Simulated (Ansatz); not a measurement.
A nudged elastic band was laid between two geometries of C$_{3}$H$_{6}$STe (11 atoms, charge 0, multiplicity 1).

The calculation used RKS PBE0/def2-SVP in Ansatz.

```json
{
  "movable images": "7",
  "climbing image": "yes",
  "spring": "5.0 eV/Å²",
  "optimiser": "quadratic models (default)",
  "start path": "IDPP",
  "force threshold": "0.05 eV/Å",
  "iteration limit": "52",
  "end points": "relaxed"
}
```

First end point:

```xyz
11
Properties=species:S:1:pos:R:3
C -1.660 0.540 0.789
Te 0.173 1.677 0.845
C 1.452 0.378 -0.224
C 0.875 -0.903 -0.735
S 2.997 0.840 -0.434
H -2.414 1.142 1.315
H -1.984 0.381 -0.247
H -1.535 -0.418 1.309
H 0.469 -1.509 0.091
H 1.651 -1.479 -1.259
H 0.041 -0.707 -1.430
```

Last end point:

```xyz
11
Properties=species:S:1:pos:R:3
C -1.459 0.117 1.240
Te 0.455 1.085 1.477
C 1.428 0.430 -0.281
C 0.664 -0.458 -1.210
S 2.954 0.930 -0.534
H -1.957 0.468 0.328
H -1.339 -0.974 1.224
H -2.061 0.401 2.114
H 0.335 -1.376 -0.696
H 1.293 -0.729 -2.068
H -0.246 0.049 -1.575
```

Problem. Which bonds break or form, and what moves?

Solution. No bond is made or broken. The dihedral H7–C1–Te2–C3 goes from -61 to 62°. The two ends are copies of one structure, up to a mirror image or an exchange of like atoms.

Problem. Give the energies along the band, and the barrier.

Solution. The forces met the threshold. The highest image is number 4 of 0 to 8, 0.8 kcal/mol above the ends, which have the same energy within 2 meV. A vibrational analysis at the climbing image gives one clearly imaginary mode, 109i cm⁻¹: a first-order saddle point.

```json
{"image": "0", "path coordinate (Å)": "0.00", "energy (kcal/mol)": "0.0", "dihedral H7–C1–Te2–C3 (°)": "-61"}
{"image": "1", "path coordinate (Å)": "0.43", "energy (kcal/mol)": "0.1", "dihedral H7–C1–Te2–C3 (°)": "-47"}
{"image": "2", "path coordinate (Å)": "0.87", "energy (kcal/mol)": "0.4", "dihedral H7–C1–Te2–C3 (°)": "-33"}
{"image": "3", "path coordinate (Å)": "1.30", "energy (kcal/mol)": "0.7", "dihedral H7–C1–Te2–C3 (°)": "-17"}
{"image": "4", "path coordinate (Å)": "1.73", "energy (kcal/mol)": "0.8", "dihedral H7–C1–Te2–C3 (°)": "0"}
{"image": "5", "path coordinate (Å)": "2.18", "energy (kcal/mol)": "0.7", "dihedral H7–C1–Te2–C3 (°)": "17"}
{"image": "6", "path coordinate (Å)": "2.62", "energy (kcal/mol)": "0.4", "dihedral H7–C1–Te2–C3 (°)": "33"}
{"image": "7", "path coordinate (Å)": "3.07", "energy (kcal/mol)": "0.1", "dihedral H7–C1–Te2–C3 (°)": "48"}
{"image": "8", "path coordinate (Å)": "3.52", "energy (kcal/mol)": "0.0", "dihedral H7–C1–Te2–C3 (°)": "62"}
```

Problem. What is the geometry of the highest image?

Solution. 
```xyz
11
Properties=species:S:1:pos:R:3:forces:R:3
C -1.594 0.272 1.132 0.01 -0.01 -0.02
Te 0.334 1.218 1.384 0.00 0.00 0.00
C 1.448 0.384 -0.207 0.00 0.02 0.00
C 0.786 -0.596 -1.123 0.00 0.00 0.01
S 2.992 0.874 -0.349 0.00 -0.01 0.00
H -2.356 1.042 0.962 0.00 0.00 0.01
H -1.552 -0.397 0.264 0.00 0.00 0.00
H -1.832 -0.312 2.030 0.00 0.01 0.01
H 0.422 -1.473 -0.563 0.00 0.00 0.00
H 1.501 -0.930 -1.887 0.00 0.00 0.00
H -0.084 -0.139 -1.622 0.00 0.00 0.00
```

Problem. What are the harmonic wavenumbers there?

Solution. 109i, 73, 155, 156, 226, 290, 404, 500, 528, 813, 833, 848, 982, 1103, 1233, 1249, 1361, 1425, 1433, 1443, 1446, 3045, 3087, 3135, 3173, 3213, 3218 cm⁻¹.

Time of the run: 2.9 min on 2 threads of Arm Neoverse V2, with other jobs on the host, peak memory 0.29 GiB.
